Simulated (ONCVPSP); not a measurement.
Plane-wave convergence, ONCV potential for In

ONCVPSP 4.0.1 input, shortened (lines: element, Z, core and valence counts, functional; n l f; lmax; l rc ep ncon nbas qcut; lloc lpopt rc5 dvloc0; l nproj debl; icmod fcfact rcfact), PBEsol, fully relativistic:

```
  In 49.00    9    2  -116133      upf
    1    0    2.00
    2    0    2.00
    2    1    6.00
    3    0    2.00
    3    1    6.00
    3    2   10.00
    4    0    2.00
    4    1    6.00
    4    2   10.00
    5    0    1.50
    5    1    1.50
    2
    0    2.10    0.00    4    9    3.30
    1    2.10    0.00    5    9    4.50
    2    2.65    0.37    4    8    3.00
    1    5    2.10    0.00
    0    3    3.20
    1    0    2.00
    2    2    1.40
    0    0.00    0.00
```

Open shells are filled in proportion to 2j + 1.

For each optimised wave give the share of its norm inside rc, the residual kinetic energy above qcut (Ha) and the cutoffs (Ha) for errors of 10, 1, 0.1 and 0.01 mHa per electron.

```tsv
wave	norm inside rc	residual KE	10 mHa	1 mHa	0.1 mHa	0.01 mHa
5s	0.339	8.1e-04	3.5	5.4	20.2	50.2
s projector 2	0.128	8.1e-02	9.6	23.8	60.1	68.6
s projector 3	0.135	5.3e-01	21.4	63.7	89.2	111.5
5p j=3/2	0.120	6.9e-04	1.0	8.8	50.1	59.7
5p j=1/2	0.144	3.7e-04	1.1	4.5	44.9	58.0
d projector 1 j=5/2	0.236	5.1e-03	1.8	22.5	33.3	43.9
d projector 2 j=5/2	0.189	1.2e-01	33.0	43.2	55.4	81.5
d projector 1 j=3/2	0.240	4.1e-03	1.8	19.1	32.9	43.0
d projector 2 j=3/2	0.189	9.8e-02	29.2	43.0	54.3	79.9
```

The occupied waves need 8.8 Ha and 50 Ha for 1 and 0.1 mHa. The cutoffs count occupied waves only; projector 3 of the s channel, the hardest unoccupied one, needs 64 Ha at the loose tolerance. Note: ghosts flagged at negative energy: d5/2 at -137.4 eV, d3/2 at -176.7 eV; GHOST(+) flagged for s at 244.3 eV, d3/2 at 322.7 eV, d5/2 at 327.4 eV, d3/2 at 565.7 eV, d5/2 at 570.6 eV. A true bound ghost makes a file unfit for plane-wave use.
